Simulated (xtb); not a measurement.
In(H)2(NH2) (H4InN), SMILES [NH2][InH2]. All values are semi-empirical tight-binding results from xtb (GFN2-xTB unless named), good for trends rather than for accurate numbers. The structure is a stationary point at GFN2-xTB.

For metal compounds this method's bond lengths and energies can be far off.

Estimate the properties. (The exact figures need the calculation; the answer reports its results.)


```json
{
 "point_group_as_xtb_finds_it": "Cs",
 "orbital_gap": "3.79 eV",
 "zero_point_energy": "20.5 kcal/mol",
 "G − E(el) at 298.15 K (modified RRHO)": "3.6 kcal/mol"
}
```
